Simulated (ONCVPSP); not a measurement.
Plane-wave convergence, ONCV potential for Ta (Z = 73)

tantalum, optimised norm-conserving Vanderbilt (ONCV), made with ONCVPSP 4.0.1 (PBE, scalar-relativistic). Core [Kr] 4d10 4f14, reference 5s2 5p6 5d3 6s1 (charge +1). Waves: 5s+6s: rc 1.75 bohr, ncon 5, nbas 10, qcut 8.3 1/bohr, 2 projectors; 5p: rc 1.85 bohr, ncon 3, nbas 7, qcut 6.5 1/bohr, 3 projectors, debl 2 Ha; 5d: rc 1.75 bohr, ncon 4, nbas 7, qcut 5 1/bohr, local. Local part: the d channel. Core correction: none.

Q: For each optimised wave give the share of its norm inside rc, the residual kinetic energy above qcut (Ha) and the cutoffs (Ha) for errors of 10, 1, 0.1 and 0.01 mHa per electron.

A:

```csv
wave,norm inside rc,residual KE,10 mHa,1 mHa,0.1 mHa,0.01 mHa
5s,0.948,9.7e-07,19.0,24.1,28.1,31.1
6s,0.071,4.5e-07,15.4,21.7,26.4,30.1
5p,0.887,2.3e-06,8.2,10.4,12.2,18.0
p projector 2,0.043,3.5e-06,6.5,8.8,11.8,19.2
p projector 3,0.130,7.8e-05,8.3,10.1,20.4,39.2
5d,0.414,1.3e-03,9.6,13.0,27.7,51.4
```

The occupied waves need 24 Ha and 28 Ha for 1 and 0.1 mHa.
